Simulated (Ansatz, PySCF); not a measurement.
Be(F)(NMe2) (C2H6BeFN), SMILES C[N](C)[Be][F]. Atoms are numbered in the order given.

```xyz
11

Be     0.0000     0.0000     1.0622
F      0.0000     0.0000     2.4547
N      0.0000     0.0000    -0.4358
C      0.0000    -1.2032    -1.2290
C      0.0000     1.2032    -1.2290
H     -0.8907    -1.2680    -1.8855
H      0.8907    -1.2680    -1.8855
H      0.0000    -2.1005    -0.5895
H      0.8907     1.2680    -1.8855
H     -0.8907     1.2680    -1.8855
H      0.0000     2.1005    -0.5895
```

Coordinates come from a PBE0-D3(BJ)/def2-SVP optimisation. The structure was generated by enumeration; whether it is a known compound was not checked. Other conformers were not sampled.

Two levels are set side by side: PBE-D3(BJ)/def2-SVP (Ansatz, an electronic-structure program) and PBE0-D3(BJ)/def2-SVP (Ansatz). Each level has its own optimised geometry; the coordinates shown are those of the second. Frequencies come from the Hessian of PySCF at each geometry. Differences are taken from unrounded values.

| quantity | PBE0-D3(BJ) |
|---|---|
| mean bond length (Å) | 1.241 |
| bond Be1–F2 (Å) | 1.393 |
| bond Be1–N3 (Å) | 1.498 |
| bond N3–C4 (Å) | 1.441 |
| bond N3–C5 (Å) | 1.441 |
| bond C4–H6 (Å) | 1.108 |
| bond C4–H7 (Å) | 1.108 |
| bond C4–H8 (Å) | 1.102 |
| bond C5–H9 (Å) | 1.108 |
| bond C5–H10 (Å) | 1.108 |
| bond C5–H11 (Å) | 1.102 |
| highest harmonic wavenumber (cm⁻¹) | 3120 |
| mean harmonic wavenumber (cm⁻¹) | 1412 |
| zero-point energy (kcal/mol) | 54.50 |

Task: What does PBE-D3(BJ) give, and how far is it from PBE0-D3(BJ)? (An estimate is asked for; the answer gives what the named calculation found.)

Result: 
| quantity | PBE-D3(BJ) | PBE-D3(BJ) minus PBE0-D3(BJ) |
|---|---|---|
| mean bond length (Å) | 1.250 | 0.009 |
| bond Be1–F2 (Å) | 1.401 | 0.009 |
| bond Be1–N3 (Å) | 1.506 | 0.008 |
| bond N3–C4 (Å) | 1.451 | 0.009 |
| bond N3–C5 (Å) | 1.451 | 0.009 |
| bond C4–H6 (Å) | 1.118 | 0.009 |
| bond C4–H7 (Å) | 1.118 | 0.009 |
| bond C4–H8 (Å) | 1.110 | 0.008 |
| bond C5–H9 (Å) | 1.118 | 0.009 |
| bond C5–H10 (Å) | 1.118 | 0.009 |
| bond C5–H11 (Å) | 1.110 | 0.008 |
| highest harmonic wavenumber (cm⁻¹) | 3030 | -90 |
| mean harmonic wavenumber (cm⁻¹) | 1366 | -46 |
| zero-point energy (kcal/mol) | 52.71 | -1.79 |

GGA bonds tend to be longer and softer than those of functionals with exact exchange. Differences between two approximate levels are no errors against the true value.
